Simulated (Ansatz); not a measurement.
Cost against result

The pair of H2Te (SMILES [TeH2], atoms 1–3) and H2O2 (SMILES OO, atoms 4–7), both closed shells, in one local arrangement (a lower one may exist), relaxed at PBE0-D4/def2-TZVP:

```xyz
7
angstrom
Te -0.5722 0.2374 -1.6050
H 1.0722 0.0670 -1.5810
H -0.6830 -0.8146 -2.8823
O 0.1316 -0.6014 1.7249
O 0.4675 0.7538 1.4403
H -0.2748 -0.8673 0.8813
H -0.1414 1.2251 2.0218
```

Interaction energies are counterpoise-corrected; the time is that of the whole pair.

Computed with Ansatz 0.2.0 (basis: as named in each row); correlated methods freeze the cores. Filled d shells of the heavier atoms are correlated. Core potentials replace the inner electrons of the atoms past krypton. The def2 sets are not built for correlating such inner shells, so the correlated values are less sure here. B3LYP uses VWN-RPA correlation. Extrapolation: Hartree–Fock as exp(−7.88 √X), correlation as X^−2.97.

Times are rough, for one single point on 4 threads of a shared host (Arm Neoverse V1).

The estimate by CCSD(T) at an estimated basis limit (MP2 extrapolated from triple and quadruple zeta, plus CCSD(T) − MP2 in triple zeta) is -0.163 eV.

```csv
method,basis,time (s),interaction energy (eV),method less estimate
SPW92,def2-SVP,under 1,-0.304,-0.141
PBE-D4,def2-SVP,under 1,-0.210,-0.048
PBE0-D4,def2-SVP,under 1,-0.190,-0.027
revPBE-D4,def2-TZVPPD,1,-0.183,-0.021
BLYP-D4,def2-TZVPPD,2,-0.184,-0.022
PBE0-D4,def2-TZVPPD,2,-0.188,-0.025
PBE-D4,def2-TZVPPD,2,-0.209,-0.046
B3LYP-D4,def2-TZVPPD,2,-0.179,-0.016
HSE06-D4,def2-TZVPPD,2,-0.187,-0.024
CCSD(T),def2-SVP,2,-0.063,0.100
r2SCAN-D4,def2-TZVPPD,3,-0.185,-0.023
wB97M-V,def2-SVP,3,-0.173,-0.011
B2PLYP,def2-TZVPPD,4,-0.120,0.043
wB97X-V,def2-TZVPPD,5,-0.168,-0.006
B97M-V,def2-TZVPPD,6,-0.181,-0.019
wB97M-V,def2-TZVPPD,6,-0.172,-0.009
MP2,def2-QZVPPD,11,-0.167,-0.004
CCSD(T),def2-TZVPPD,95,-0.136,0.027
```

T1 diagnostic: at most 0.013.
